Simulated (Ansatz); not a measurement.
Cost and result for the atomization energy of CH₆ClFGeSi, SMILES `C[Si](F)(Cl)[GeH3]` (11 atoms, 10 bonds).

Z-matrix (Å, degrees):
```
C
Si 1 1.850
H 1 1.092 2 110.5
H 1 1.093 2 110.4 3 -120.1
H 1 1.093 2 110.2 3 119.9
F 2 1.600 1 108.4 3 -178.1
Cl 2 2.056 1 109.0 3 -62.3
Ge 2 2.379 1 115.7 3 59.9
H 8 1.538 2 110.5 1 59.7
H 8 1.537 2 109.4 1 -59.7
H 8 1.535 2 110.3 1 -179.7
```

The species carries charge 0 and has multiplicity 1. Correlated methods include outer-core shells of Ge, which these sets cover unevenly. Scalar relativity is left out up to krypton. The geometry is a stationary point of PBE0-D4/def2-TZVP. Program: Ansatz. All runs use 4 threads of an Intel Xeon Platinum 8259CL on a shared host. Times are those of one run each, without the atoms' runs, and a repeat can differ threefold. Electronic energies, without spin–orbit coupling; frozen cores. CCSD(T)/CBS adds CCSD(T) − MP2 in def2-TZVPP to the MP2 limit, and its time is that of the two runs behind it. T1 = 0.011. With those shells the extrapolation isn't a true limit. HSE06 is the plane-wave form, built on full-range PBE exchange.

CCSD(T)/CBS is a level of theory with its own doubt, some kJ/mol a heavy atom from the limit and from the frozen cores, so smaller differences don't rank the functionals.

| level | functions | wall time | atomization (kJ/mol) | difference from CCSD(T)/CBS | per bond |
| --- | --- | --- | --- | --- | --- |
| LDA (SPW92)/def2-TZVPP | 278 | 1.9 s | 4207.5 | 458.7 | 45.9 |
| revPBE-D4/def2-TZVPP | 278 | 2.8 s | 3666.2 | -82.6 | -8.3 |
| PBE-D4/def2-TZVPP (with forces) | 278 | 3.4 s | 3746.6 | -2.2 | -0.2 |
| r2SCAN-D4/def2-TZVPP (with forces) | 278 | 6 s | 3750.1 | 1.3 | 0.1 |
| HSE06-D4/def2-TZVPP | 278 | 6 s | 3713.2 | -35.6 | -3.6 |
| CAM-B3LYP-D4/def2-TZVPP | 278 | 6.5 s | 3733.7 | -15.1 | -1.5 |
| r2SCANh-D4/def2-TZVPP | 278 | 8 s | 3731.6 | -17.2 | -1.7 |
| B97M-V/def2-TZVPP | 278 | 9.5 s | 3772.2 | 23.4 | 2.3 |
| CCSD(T)/def2-SVP | 126 | 10 s | 3483.6 | -265.2 | -26.5 |
| ωB97X-V/def2-TZVPP | 278 | 12 s | 3755.3 | 6.5 | 0.7 |
| MP2/def2-QZVPP | 523 | 43 s | 3750.4 | 1.6 | 0.2 |
| CCSD(T)/def2-TZVPP | 278 | 4.5 min | 3657.7 | -91.1 | -9.1 |
| CCSD(T)/CBS(def2) | – | 5.2 min | 3748.8 | 0.0 | 0.0 |

In def2-TZVPP, CCSD(T) changes the Hartree–Fock value by +844.5 kJ/mol (the triples alone add +46.6 kJ/mol) and MP2 by +883.2 kJ/mol; breaking electron pairs costs correlation energy, which Hartree–Fock lacks. From PBE to PBE0 (25 % exact exchange), in def2-TZVPP and without D4, the atomization energy moves by −30.4 kJ/mol: exact exchange takes away binding that semilocal exchange gives to molecules. At CCSD(T), def2-SVP lies −265.2 kJ/mol from the extrapolated value and def2-TZVPP −91.1 kJ/mol: correlation converges slowly with the basis, and small sets miss more of it in the bonded molecule than in its fragments.

For some Ge, Se and Sn compounds the MP2-based and the directly extrapolated limit differ by 10 to 25 kJ/mol.
